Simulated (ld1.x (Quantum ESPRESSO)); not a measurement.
## How hard is this silver RRKJ potential?

ld1.x (Quantum ESPRESSO) 7.5 input, shortened:

```
&input
   title='Ag', zed=47., rel=2, dft='PBE', iswitch=3,
   config='[Kr] 4d10 5s0 5p0', rel_dist='average'
 /
 &inputp
   pseudotype=2, tm=.false., rho0=0.02, lloc=0,
   nlcc=.false.
 /
3
4P  2  1   6.00   0.00  1.75  1.75  0.0
4D  3  2  10.00   0.00  1.70  1.70  0.0
4S  1  0   2.00   0.00  0.85  0.85  0.0
 &test
   configts(1)='4s2 4p6 4d10 5s0 5p0'
 /
```

Open shells are filled in proportion to 2j + 1 (rel_dist='average').

The pseudo-atom Hamiltonian at the reference potential is diagonalised in spherical Bessel functions j_l(qr) that vanish at 20 bohr, with q² up to the cutoff. All-electron valence levels (Ry): 4p1/2 -5.1663, 5p1/2 -0.4760, 4p3/2 -4.7934, 5p3/2 -0.4569, 4d3/2 -1.1746, 4d5/2 -1.1329, 4s -7.5863, 5s -0.8295.

Q: How do the lowest levels (Ry) of each channel move with the cutoff, and are there ghosts?

A:

```
cutoff (Ry)  p1/2 #1  p1/2 #2  p3/2 #1  p3/2 #2  d3/2 #1  d3/2 #2  d5/2 #1     s #1     s #2     f #1  Σ f·Δε (mRy)
          8  -3.0406  -0.3432  -2.9601  -0.3399  -0.2792  -0.0913  -0.2787  -6.1542  -0.6918  -0.0464       23141.6
         18  -4.8084  -0.4454  -4.5310  -0.4336  -0.6544  -0.1269  -0.6439  -6.3749  -0.7135  -0.0464        9189.0
         35  -5.1624  -0.4781  -4.7913  -0.4603  -1.1053  -0.1433  -1.0696  -7.2075  -0.7869  -0.0464        1416.8
         55  -5.1661  -0.4803  -4.7932  -0.4645  -1.1729  -0.1452  -1.1313  -7.5161  -0.8264  -0.0464         144.4
         80  -5.1661  -0.4806  -4.7932  -0.4718  -1.1733  -0.1452  -1.1316  -7.5267  -0.8288  -0.0464         119.6
        120  -5.1661  -0.4806  -4.7932  -0.4736  -1.1733  -0.1452  -1.1316  -7.5712  -0.8323  -0.0464          30.4
        200  -5.1661  -0.4808  -4.7932  -0.4776  -1.1733  -0.1452  -1.1316  -7.5843  -0.8339  -0.0464           4.1
        350  -5.1661  -0.4808  -4.7932  -0.4779  -1.1733  -0.1452  -1.1316  -7.5863  -0.8341  -0.0464           0.1
        400  -5.1661  -0.4808  -4.7932  -0.4779  -1.1733  -0.1452  -1.1316  -7.5864  -0.8341  -0.0464           0.0
```

Result: no extra level below or beside the all-electron valence levels (p1/2, p3/2, d3/2, d5/2, s, f tested); 10 mRy is reached at 140 Ry and 1 mRy at 260 Ry.

Its largest configuration-test error is +316 meV.
